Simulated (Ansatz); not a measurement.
A structure relaxed at PBE-D4/def2-SVP in Ansatz, charge 1, doublet:

Cartesian coordinates in Å:
```
Tl 1.4207 -1.8957 0.4003
Tl -0.6014 0.2159 -2.7469
Tl -1.6709 1.1178 1.3139
Cl 1.1454 0.5560 2.0369
Cl -1.3805 -1.2806 -0.4537
Cl 1.0866 1.2866 -0.5505
```

Task: Give its formula and point group.

Result: the cluster Tl3Cl3⁺. Point group Cs (tolerance 0.1 Å).

Task: Summarise the bond lengths by kind (pairs closer than 1.2 times the sum of covalent radii, bridged metal pairs left out).

Result: 3 × Cl–Tl 2.85 to 2.96 Å.

In the def2 sets Tl takes a core potential; there is no spin–orbit coupling. In the doublet, Cl4 and Cl6 lie 2.69 Å apart (atoms count from 1), so these atoms are partly bonded to each other. Another isomer (doublet) lies 0.15 eV lower at PBE0-D4/def2-TZVP; other spin states weren't run for this one.
